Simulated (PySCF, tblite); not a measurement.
## A complex of BeF2 and 2 × water

A gas-phase complex of BeF2 and 2 × water; neutral, singlet. The structure comes from a short search (6 tight-binding starts) and was relaxed by PBE0-D3(BJ)/def2-SVPD; another way of binding may lie lower. Frequencies by PBE0-D3(BJ)/def2-SVPD show no clear imaginary mode.

| part | name | SMILES | atoms | charge | multiplicity |
| --- | --- | --- | --- | --- | --- |
| 1 | BeF2 | [F][Be][F] | 1–3 | 0 | 1 |
| 2 | water | O | 4–6 | 0 | 1 |
| 3 | water | O | 7–9 | 0 | 1 |

Coordinates in Å:
```
F1      1.005   -0.795   -1.156
Be2     0.344   -0.902    0.159
F3     -1.063   -0.806    0.594
O4      1.183    0.304    1.147
H5      0.507    0.858    1.557
H6      1.697    0.853    0.543
O7      0.868   -2.467    0.788
H8      1.270   -2.955    0.060
H9      0.070   -2.936    1.062
```

```json
{"contact": "Be2···O7", "kind (by geometry)": "bond", "distance (Å)": "1.766", "angle (°)": "-"}
{"contact": "Be2···O4", "kind (by geometry)": "bond", "distance (Å)": "1.770", "angle (°)": "-"}
```

The parts are joined by the bonds Be2–O7 and Be2–O4, so these are energies of forming such bonds; deforming the relaxed parts to their shape in the adduct costs 17.4 kcal/mol, which the interaction energies leave out.

Interaction energies are complex less parts, with the parts frozen as they stand in it; counterpoise-corrected, in kcal/mol (PySCF).

Problem. How strongly do the parts interact, level by level?

Solution. 
```json
{"level": "wB97M-D3(BJ)/def2-TZVPD", "interaction": "-54.28", "superposition error removed": "-1.93"}
{"level": "PBE0-D3(BJ)/def2-TZVPD", "interaction": "-55.81", "superposition error removed": "-2.08"}
```

Problem. What holds them together? Decompose the wB97M-D3(BJ)/def2-TZVPD energy: frozen parts, their antisymmetrised product, then relaxation.

Solution. electrostatic -94.9, Pauli repulsion +87.0, orbital relaxation -45.3, dispersion correction -3.0 kcal/mol, which sum to the value before the counterpoise correction; the Pauli term holds the exchange-correlation of the frozen density too. Of the attraction, 66 % is electrostatic, 32 % is orbital relaxation, 2 % is dispersion correction.

The parts were also relaxed and run alone, at the levels used for the complex: shieldings by PBE0/pcSseg-2.

Values alone: shielding of Be2 (ppm): 105.9; shielding of O7 (ppm): 328.9; shielding of O4 (ppm): 328.9.

Problem. What does binding change?

Solution. 
```json
{"property": "shielding of Be2 (ppm)", "alone": "105.9", "in the complex": "107.5", "change": "+1.7"}
{"property": "shielding of O7 (ppm)", "alone": "328.9", "in the complex": "295.9", "change": "-33.0"}
{"property": "shielding of O4 (ppm)", "alone": "328.9", "in the complex": "295.9", "change": "-32.9"}
```

Problem. What are the binding energy from relaxed parts (wB97M-D3(BJ)/def2-TZVPD), and ΔH and ΔG of association at 298.15 K and 1 atm?

Solution. -36.84 kcal/mol, -31.56 with zero-point energy; ΔH -33.4 and ΔG -14.7 kcal/mol, from harmonic vibrations by PBE0-D3(BJ)/def2-SVPD with low modes damped.
